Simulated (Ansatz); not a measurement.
The lowest singlet and triplet of CH2O (SMILES C=O); geometries from B3LYP-D3(BJ)/def2-TZVP, each state relaxed from the structure named, with no frequency check.
Singlet at the triplet's geometry (charge 0, multiplicity 1):
```json
[
 {"atom": "C", "x (Å)": "-0.5797", "y (Å)": "0.1103", "z (Å)": "0.0005"},
 {"atom": "O", "x (Å)": "0.7059", "y (Å)": "-0.1343", "z (Å)": "-0.0007"},
 {"atom": "H", "x (Å)": "-1.2633", "y (Å)": "-0.7325", "z (Å)": "0.0007"},
 {"atom": "H", "x (Å)": "-0.9061", "y (Å)": "1.1452", "z (Å)": "0.0013"}
]
```

A positive gap puts the triplet lower; no zero-point energy. R- takes a restricted singlet. U- takes an unrestricted singlet (broken symmetry where lower, unprojected). The triplet is unrestricted in single-reference levels. Active spaces average the two states.

Frozen-core correlation.

Codes used: Ansatz (a first-principles code) with Gaussian orbitals. 

```
level                                     gap E(singlet) − E(triplet), vertical, at the triplet's geometry (kcal/mol)
----------------------------------------  ---------------------------------------------------------------------------
R-HF/cc-pVQZ                                                                                                   -32.38
U-SVWN5/def2-TZVPP                                                                                             -64.76
R-r2SCAN/def2-TZVPP                                                                                            -55.24
R-PBE0/def2-TZVPP                                                                                              -57.31
R-MP2/cc-pVDZ                                                                                                     ___
R-MP2/cc-pVTZ                                                                                                     ___
R-CCSD/cc-pVDZ                                                                                                 -64.24
FIC-NEVPT4(SD) on SA-CASSCF(4,3)/cc-pVTZ                                                                       -68.23
FIC-NEVPT4(SD) on SA-CASSCF(4,3)/cc-pVQZ                                                                       -68.44
```

Question: Fill in the missing entries.

Answer: 
- R-MP2/cc-pVDZ, gap E(singlet) − E(triplet), vertical, at the triplet's geometry (kcal/mol): -74.90
- R-MP2/cc-pVTZ, gap E(singlet) − E(triplet), vertical, at the triplet's geometry (kcal/mol): -76.62

Doubts at one or more of the structures used: a restricted determinant that unrestricted orbitals would lower (R-HF/cc-pVQZ, R-MP2/cc-pVDZ, R-MP2/cc-pVTZ, R-CCSD/cc-pVDZ).
